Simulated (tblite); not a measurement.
Compound: C7H10OSi.
Structure used (GFN2-xTB), in Å, numbered top down from 1:
```
atom  x, y, z in Å
C1    -1.964    1.682    0.640
C2    -1.731    0.416    0.306
C3    -2.842   -0.587    0.197
C4    -0.390   -0.081    0.025
C5    -0.041   -1.360   -0.328
O6     1.280   -1.470   -0.511
C7     1.831   -0.251   -0.280
Si8    3.688   -0.104   -0.464
C9     0.842    0.631    0.052
H10   -1.178    2.411    0.722
H11   -2.961    2.033    0.845
H12   -3.799   -0.126    0.425
H13   -2.882   -0.998   -0.812
H14   -2.676   -1.412    0.889
H15   -0.625   -2.248   -0.474
H16    4.339   -1.015    0.481
H17    4.044    1.284   -0.173
H18    4.068   -0.461   -1.832
H19    0.987    1.666    0.285
```

Level: GFN2-xTB in tblite, geometry and Hessian alike; calculated harmonic values, unscaled, isolated species. This tight-binding method is rough: wavenumbers can miss measured ones by several per cent, in bad cases by 10 to 20. Modes of hydrogen on silicon can be 10 to 20 % off. One conformer, not necessarily the lowest.

Harmonic wavenumbers (cm⁻¹): 31.4, 48.7, 105.0, 121.5, 183.6, 221.5, 236.2, 328.7, 440.3, 477.0, 482.8, 529.3, 553.4, 605.2, 626.4, 629.9, 728.1, 751.6, 765.8, 784.4, 793.5, 822.0, 881.8, 923.6, 935.3, 977.2, 1016.9, 1041.2, 1080.7, 1127.9, 1183.1, 1207.3, 1272.6, 1372.4, 1396.1, 1417.6, 1480.8, 1488.1, 1489.9, 1568.5, 1691.5, 2251.5, 2260.0, 2278.8, 3008.1, 3019.6, 3046.5, 3111.3, 3139.2, 3163.3, 3185.3.

A = 3931, B = 704.3, C = 603.7 MHz; mass 138.050 u (most abundant isotopes); point group Cs, symmetry number 1.

Problem. Zero-point energy?

Solution. ½Σν̃ = 31141 cm⁻¹ = 89.04 kcal/mol.

Problem. What is S at 298.15 K and 1 bar for an ideal gas of classical rigid rotors and harmonic oscillators?

Solution. Translation 40.71, rotation 29.64, vibration 31.40: S = 101.7 cal/(mol K).

Problem. And Cp and H(298.15 K) − H(0)?

Solution. Cp = 40.63 cal/(mol K), of which vibrations give 32.68 (their classical limit is 51 R = 101.3); H(298.15 K) − H(0) = 7.17 kcal/mol without the zero-point energy, 4.80 from vibrations.

Problem. What must be added to the electronic energy to get the Gibbs energy at 298.15 K and 1 bar?

Solution. ZPE + [H(298.15 K) − H(0)] − T·S = 89.04 + 7.17 − 30.34 = 65.87 kcal/mol.

Problem. How do the functions run with temperature in this model?

Solution. 
| T (K) | S (cal/(mol K)) | Cp (cal/(mol K)) | H − H(0) (kcal/mol) | G − H(0) (kcal/mol) | ln q(vib) |
| --- | --- | --- | --- | --- | --- |
| 100 | 71.8 | 18.8 | 1.35 | -5.83 | 2.30 |
| 200 | 87.9 | 29.3 | 3.74 | -13.85 | 5.05 |
| 300 | 102.0 | 40.8 | 7.24 | -23.36 | 7.75 |
| 500 | 127.6 | 59.9 | 17.44 | -46.37 | 13.20 |
| 800 | 159.9 | 77.3 | 38.26 | -89.68 | 21.06 |
| 1000 | 178.0 | 84.6 | 54.49 | -123.51 | 25.91 |

q(vib) and H(0) count from the zero-point level.

Hindered rotation and anharmonicity are outside this model. Other conformers, if any are populated, would add a mixing term that is left out.
